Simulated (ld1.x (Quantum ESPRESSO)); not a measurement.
# How hard is this Sn (Z = 50) PAW potential?

```
Element                 : tin
Generator               : ld1.x (Quantum ESPRESSO) 7.5
Type                    : PAW
Functional              : PBE
Relativity              : scalar-relativistic
Frozen core             : [Kr] 4d10
Valence charge          : 4
Reference configuration : 5s2 5p1 (charge +1)
Partial waves           : 5s (bound): rcut 2.05, rcutus 2.30 bohr; 5s channel at -0.3 Ry: rcut 2.05, rcutus 2.30 bohr; 5p (bound): rcut 2.30, rcutus 3.10 bohr; 5p channel at -0.35 Ry: rcut 2.30, rcutus 3.10 bohr
Local potential         : all-electron potential smoothed inside 1.85 bohr (lloc = -1)
Core correction         : Bessel-smoothed model core inside 1.30 bohr
Augmentation charge     : PSQ, inside the norm-conserving radii
```

The pseudo-atom Hamiltonian at the reference potential is diagonalised in spherical Bessel functions j_l(qr) that vanish at 20 bohr, with q² up to the cutoff. All-electron valence levels (Ry): 5s -1.3091, 5p -0.7537.

**Question.** How do the lowest levels (Ry) of each channel move with the cutoff, and are there ghosts?

**Answer.**

```tsv
cutoff (Ry)	s #1	s #2	p #1	d #1	d #2	f #1	Σ f·Δε (mRy)
8	-1.3089	-0.3145	-0.7536	-0.4170	-0.1185	-0.0616	0.4
10	-1.3089	-0.3146	-0.7537	-0.4476	-0.1237	-0.0617	0.3
12	-1.3090	-0.3146	-0.7537	-0.4727	-0.1277	-0.0617	0.3
400	-1.3091	-0.3146	-0.7537	-0.5208	-0.1350	-0.0617	0.0
```

Result: ghost state, extra bound levels that the all-electron valence spectrum of the same l lacks: d at -7.1 eV (a true bound ghost makes a file unfit for plane-wave use); 10 mRy is reached at 6 Ry and 1 mRy at 8 Ry.

Test run stopped at test 5 of 7 (negative rho).
